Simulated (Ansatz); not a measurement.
Ansatz (a program for electronic structure) input (SVWN5/def2-TZVP):

Ansatz 0.2 input:
```yaml
crystal:
  periodic: [false, false, false]
  atoms:
    - {symbol: Mo, position_ang: [-0.00000000, -0.00000000, -0.64926302]}
    - {symbol: O, position_ang: [0.00000000, 0.00000000, 2.44602981]}
    - {symbol: C, position_ang: [0.00000000, 0.00000000, 1.28346807]}
basis:
  gaussian:
    orbitals: def2-TZVP
hamiltonian:
  xc: {name: SVWN5}
magnetization: {spin_polarized: true, initial_magnetization: 4}
relax: {f_tol: 0.003, max_steps: 100}
```

Output:

```
Functional definition: SVWN5
integrals: 0.02 GiB planned
639 factors; their error is unknown
mean field: 0.28 GiB planned
mean field evaluation 1: about -4902.3609 eV, gradient 4.3e1 eV
mean field evaluation 2: about -4681.9428 eV, gradient 1.9e2 eV
mean field evaluation 4: about -4904.6314 eV, gradient 4.0e1 eV
mean field evaluation 8: about -4911.0647 eV, gradient 2.5e0 eV
mean field evaluation 16: about -4911.0888 eV, gradient 9.9e-2 eV
mean field evaluation 32: about -4909.6434 eV, gradient 9.3e0 eV
mean field evaluation 64: about -4911.0888 eV, gradient 2.5e-3 eV
mean field evaluation 96: about -4908.0366 eV, gradient 1.1e1 eV
mean field evaluation 128: about -4911.0906 eV, gradient 8.7e-2 eV
mean field -4911.08883653 eV, -180.4791858869 hartree, gradient 1.1e-5 eV, S^2 6.039811; 12 other end points of the search recorded, 0 dependent functions left out
the calculation of the forces begins
reference -4911.08887250 eV, -180.4791872087 hartree; 16, 12 occupied and 86, 90 virtual orbitals, 639 factors
relax step   1: F+E_penalty+E_count = -4911.08883653 eV  Δ(F+E_penalty+E_count) = +0.000e0 eV  max|allowed force component| = 1.487e0 eV/Å  Δτ_max = 0.0000 Å  (411 SCF iters, accepted)
these checks for a lower state are left out or cut short: starts, cluster_reference, orbital_swaps, neighbouring_geometries, increment
integrals: 0.02 GiB planned
639 factors; their error is unknown
mean field: 0.28 GiB planned
mean field -4911.11582612 eV, -180.4801777359 hartree, gradient 8.4e-6 eV, S^2 6.035328; 0 other end points of the search recorded, 0 dependent functions left out
the calculation of the forces begins
reference -4911.11586219 eV, -180.4801790616 hartree; 16, 12 occupied and 86, 90 virtual orbitals, 639 factors
relax step   2: F+E_penalty+E_count = -4911.11582612 eV  Δ(F+E_penalty+E_count) = -2.699e-2 eV  max|allowed force component| = 5.312e-1 eV/Å  Δτ_max = 0.0246 Å  (35 SCF iters, accepted)
these checks for a lower state are left out or cut short: starts, cluster_reference, orbital_swaps, neighbouring_geometries, increment
integrals: 0.02 GiB planned
639 factors; their error is unknown
mean field: 0.28 GiB planned
mean field evaluation 160: about -4911.1178 eV, gradient 2.6e-5 eV
mean field -4911.11779326 eV, -180.4802500272 hartree, gradient 2.6e-5 eV, S^2 6.034255; 0 other end points of the search recorded, 0 dependent functions left out
the calculation of the forces begins
reference -4911.11782936 eV, -180.4802513536 hartree; 16, 12 occupied and 86, 90 virtual orbitals, 639 factors
relax step   3: F+E_penalty+E_count = -4911.11779326 eV  Δ(F+E_penalty+E_count) = -1.967e-3 eV  max|allowed force component| = 4.745e-2 eV/Å  Δτ_max = 0.0065 Å  (33 SCF iters, accepted)
these checks for a lower state are left out or cut short: starts, cluster_reference, orbital_swaps, neighbouring_geometries, increment
integrals: 0.02 GiB planned
639 factors; their error is unknown
mean field: 0.28 GiB planned
mean field -4911.11780401 eV, -180.4802504222 hartree, gradient 5.7e-5 eV, S^2 6.034248; 0 other end points of the search recorded, 0 dependent functions left out
the calculation of the forces begins
reference -4911.11784011 eV, -180.4802517487 hartree; 16, 12 occupied and 86, 90 virtual orbitals, 639 factors
relax step   4: F+E_penalty+E_count = -4911.11780401 eV  Δ(F+E_penalty+E_count) = -1.075e-5 eV  max|allowed force component| = 4.952e-3 eV/Å  Δτ_max = 0.0003 Å  (24 SCF iters, accepted)
these checks for a lower state are left out or cut short: starts, cluster_reference, orbital_swaps, neighbouring_geometries, increment
integrals: 0.02 GiB planned
639 factors; their error is unknown
mean field: 0.28 GiB planned
mean field -4911.11780420 eV, -180.4802504290 hartree, gradient 2.3e-5 eV, S^2 6.034259; 0 other end points of the search recorded, 0 dependent functions left out
the calculation of the forces begins
reference -4911.11784029 eV, -180.4802517555 hartree; 16, 12 occupied and 86, 90 virtual orbitals, 639 factors
relax step   5: F+E_penalty+E_count = -4911.11780420 eV  Δ(F+E_penalty+E_count) = -1.850e-7 eV  max|allowed force component| = 1.797e-4 eV/Å  Δτ_max = 0.0001 Å  (22 SCF iters, accepted)
integrals: 0.02 GiB planned
639 factors; their error is unknown
mean field: 0.28 GiB planned
mean field evaluation 192: about -4911.1064 eV, gradient 1.1e0 eV
mean field evaluation 224: about -4910.1720 eV, gradient 8.0e-2 eV
mean field evaluation 256: about -4908.3200 eV, gradient 1.0e1 eV
mean field evaluation 288: about -4911.0390 eV, gradient 3.9e0 eV
mean field -4911.11780420 eV, -180.4802504290 hartree, gradient 2.4e-5 eV, S^2 6.034259; 11 other end points of the search recorded, 0 dependent functions left out
the calculation of the forces begins
reference -4911.11784029 eV, -180.4802517555 hartree; 16, 12 occupied and 86, 90 virtual orbitals, 639 factors
Total energy: -4911.11784029 eV, -180.4802517555 hartree
Atom 0 at    -0.000000    -0.000000    -0.618170 Å, force    -0.000000    -0.000000    -0.000041 eV/Å
Atom 1 at    -0.000000    -0.000000     2.434340 Å, force    -0.000000     0.000000    -0.000139 eV/Å
Atom 2 at     0.000000     0.000000     1.264064 Å, force     0.000000     0.000000     0.000180 eV/Å
Dipole moment:     0.000000    -0.000000    -0.839117 e Å
```

The spin state was set by rule; other spins were not relaxed.
